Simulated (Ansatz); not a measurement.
`C#C[SiH3]` + `CBN` → `CB(N)[SiH3]` + acetylene at 500 K and 1 bar (formal exchange of groups at the Si–C bond).

Isolated molecules relaxed with PBE0-D4/def2-TZVP in Ansatz; ΔE leaves out vibrations. CCSD(T)/CBS adds triple-zeta CCSD(T) − MP2 to the extrapolated MP2 energy (def2 sets, frozen cores). This one scheme is used for every species. Each species was taken in one conformer, which may not be the lowest.

```tsv
species	CCSD(T)/CBS energy (Eh)	H − E (kJ/mol)	S (J/(mol·K))
`C#C[SiH3]`	-367.52081	145.9	311.6
`CBN`	-121.21267	233.6	318.2
`CB(N)[SiH3]`	-411.48616	291.5	403.7
`C#C`	-77.22717	90.7	225.3
```

H − E and S are ideal-gas, rigid-rotor, harmonic terms from PBE0-D4/def2-TZVP, for one conformer and one mirror image of each species. 1 Eh = 2625.50 kJ/mol, R = 8.31446 J/(mol·K).

Question: By hand: ΔE, ΔH, ΔS and ΔG.

Answer: ΔE = (-411.48616) + (-77.22717) − (-367.52081) − (-121.21267) = 0.02015 Eh = 52.9 kJ/mol. Δ(H − E) = 291.5 + 90.7 − 145.9 − 233.6 = 2.7, so ΔH = 55.6 kJ/mol. ΔS = 403.7 + 225.3 − 311.6 − 318.2 = -0.8 J/(mol·K). ΔG = 55.6 − 500 × (-0.8)/1000 = 56.0 kJ/mol.

Question: By hand: the equilibrium constant, and the temperature at which ΔG would vanish if ΔH and ΔS stayed fixed.

Answer: log₁₀ K = −ΔG/(RT ln 10) = -5.9. ΔH and −TΔS have one sign here, so there is no such temperature. One of them is within its doubt of zero, so this could turn.

The number of gas molecules stays the same, so ΔS is small and ΔH decides. A doubt of 5 kJ/mol in ΔE shifts log₁₀ K by 0.5 here. Other conformers and mirror images would add mixing entropy, several J/(mol·K) or more a flexible species. These are equilibria of isolated gas molecules and say nothing of rates. Largest T1 diagnostic: 0.013 (customary marks: 0.02 for closed shells, 0.045 for open ones).
